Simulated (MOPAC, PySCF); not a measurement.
H5GaSi, SMILES `[GaH2][SiH3]`, neutral singlet in the gas phase. 

Cartesian coordinates (Å):
```xyz
7

Si    -1.0337    -0.0137     0.0533
Ga     1.3748     0.0554    -0.0872
H     -1.4362    -0.5441     1.3880
H     -1.5907    -0.9361    -0.9765
H     -1.6780     1.3162    -0.1222
H      2.1950    -1.2875    -0.0792
H      2.1688     1.4098    -0.1763
```
Charge 0, multiplicity 1.

All levels are single points at this geometry (PBE0-D3(BJ)/def2-TZVP); Pople sets use spherical d functions. Orbital energies aren't observables, and empty levels follow the basis.

```tsv
level	HOMO (eV)	LUMO (eV)	gap (eV)	dipole (D)	vertical IE, Delta-SCF (eV)
PBE0-D3(BJ)/def2-TZVP in PySCF	-7.64	-2.15	5.49	0.12	9.71
B3LYP/3-21G in PySCF	-7.42	-2.23	5.19	0.33	–
B3LYP/6-311+G** (LANL2DZ on Ga) in PySCF	-7.50	-2.27	5.23	0.21	–
B3LYP/6-31G* in PySCF	-7.38	-2.32	5.06	0.07	9.75
B3LYP/LANL2DZ in PySCF	-7.61	-2.21	5.40	0.24	–
M06-2X/6-31G* in PySCF	-8.54	-1.57	6.97	0.19	–
SVWN5/6-31G* in PySCF	-6.59	-3.09	3.51	0.02	9.71
HF/3-21G in PySCF	-10.06	0.60	10.66	0.57	–
HF/6-31G* in PySCF	-10.08	0.63	10.71	0.25	9.16
HF/STO-3G in PySCF	-7.00	4.49	11.49	0.14	–
AM1 in MOPAC	-9.59	-1.52	8.07	0.91	–
PM3 in MOPAC	-9.47	-3.49	5.98	2.29	–
PM6 in MOPAC	-10.09	-1.08	9.01	0.32	–
```
